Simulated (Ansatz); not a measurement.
Ideal-gas functions of C2H3AlF2O (`F[CH]1O[CH2][Al]1[F]`) at 800 K and 1 bar, from an Ansatz frequency run at PBE0-D4/def2-TZVP.

Molar mass 108.02 g/mol, point group C1 (symmetry number 1), electronic degeneracy 1, moments of inertia 102.444, 240.4, 309.208 u Å². Harmonic wavenumbers (cm⁻¹, unscaled): 71, 150, 180, 267, 371, 521, 640, 657, 749, 865, 930, 986, 1028, 1179, 1214, 1240, 1356, 1470, 3069, 3118, 3133.

Use S(trans) = R[1.5 ln M + 2.5 ln T − 1.1517]; rotational temperatures θ = 24.2544 K / I; S(rot) = R[ln(√π/σ · √(T³/θAθBθC)) + 1.5]; for each mode x = 1.438777 ν̃/T, S = R[x/(eˣ − 1) − ln(1 − e⁻ˣ)] and H = RT x/(eˣ − 1); 1 cm⁻¹ = 0.0119627 kJ/mol; R = 8.31446 J/(mol·K).

Q: By hand: the entropy, in J/(mol·K).

A: Translation 187.8. Rotation: θ = 0.2368, 0.1009, 0.0784 K, giving 126.7. Vibration, mode by mode: 25.43, 19.23, 17.73, 14.49, 11.83, 9.15, 7.59, 7.39, 6.44, 5.43, 4.94, 4.56, 4.30, 3.47, 3.30, 3.18, 2.70, 2.30, 0.22, 0.20, 0.20, in all 154.1. Electronic 0.0. Sum 468.6 J/(mol·K).

Q: By hand: H − E and G − E in kJ/mol, counted from the electronic energy.

A: Zero-point energy ½ × 23194 × 0.0119627 = 138.7; thermal vibration 60.6; translation, rotation and pV give 4 RT = 26.6. H − E = 225.9 kJ/mol, and G − E = 225.9 − 800 × 468.6/1000 = -149.0 kJ/mol.

Vibration gives 33 % of the entropy, 25.4 J/(mol·K) of it from the mode under 150 cm⁻¹: soft modes count most, and the harmonic formula is weakest for them. The sum counts one conformer and one mirror image; others add a mixing term.
